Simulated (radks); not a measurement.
Results of a calculation; reference values are marked as such.
Spin polarisation of the 4f2 shell in the praseodymium ion Pr3+. Start: [Xe] 4f(up 1, down 1); electrons of 4f are moved from spin down to spin up, other shells keep equal spins. Code: a radial shooting solver on a logarithmic mesh with Libxc functionals. Model: non-relativistic Kohn-Sham, LDA (Slater exchange, Perdew-Wang correlation), spin-polarised, spherical densities, point nucleus.

moment (Bohr magnetons),E - E(0) (eV),e(4f up) (eV),e(4f down) (eV),5p down minus up (eV),5s down minus up (eV),4d down minus up (eV)
0,0.000,-33.652,-33.652,0.000,0.000,0.000
0.5,-0.045,-33.826,-33.469,0.161,0.198,0.400
1,-0.179,-33.990,-33.276,0.321,0.396,0.800
1.5,-0.402,-34.144,-33.073,0.482,0.595,1.200
2,-0.714,-34.289,-32.860,0.644,0.794,1.599

At moment 2 the spin-polarisation energy is -0.714 eV and the 4f exchange splitting 1.428 eV, that is 0.714 eV per Bohr magneton; E = -I m^2/4 would give I = 0.714 eV.
